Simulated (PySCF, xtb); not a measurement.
N-methyl-N-silylethenamine (C₃H₉NSi), SMILES C=CN(C)[SiH3]. One conformer was computed; it need not be the lowest.

Harmonic wavenumbers (cm⁻¹) from GFN2-xTB in xtb 6.7.1 at its own minimum, in rising order: 31, 122, 170, 228, 229, 359, 499, 562, 615, 641, 667, 771, 797, 801, 817, 973, 992, 1076, 1104, 1201, 1286, 1339, 1411, 1426, 1487, 1500, 1700, 2217, 2238, 2265, 2930, 2954, 3032, 3045, 3123, 3151.

Task: What does PySCF with B3LYP-D3(BJ)/def2-SVP give at its own minimum? (The exact figures need the calculation; the answer reports its results.)

Result: 69, 134, 167, 213, 225, 346, 520, 649, 677, 710, 720, 814, 930, 950, 966, 984, 998, 1112, 1138, 1211, 1306, 1343, 1432, 1456, 1466, 1493, 1701, 2202, 2231, 2243, 2993, 3056, 3127, 3134, 3153, 3251. Paired by order, the mean absolute difference is 44 cm⁻¹ and the zero-point energies are 68.3 and 70.2 kcal/mol.
